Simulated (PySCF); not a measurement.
carbazole (C12H9N), SMILES c1ccc2c(c1)[nH]c1ccccc12.

Geometry: B3LYP-D3(BJ)/def2-SVP.

Level of theory: r2SCAN/def2-SVP (PySCF).

Gas-phase values at a fixed geometry.

- total energy = -516.80851 hartree
- point group = C2v
- highest occupied level = -5.21 eV
- lowest empty level = -1.56 eV
- orbital gap = 3.65 eV
- dipole moment = 1.76 D
- quadrupole, principal values (traceless, Buckingham form, about the centre of nuclear charge) = -15.82, 2.05, 13.76 D·Å
- mean static polarisability = 138.9 bohr³ (20.58 Å³)
- polarisability, principal values = 55.3, 138.9, 222.5 bohr³
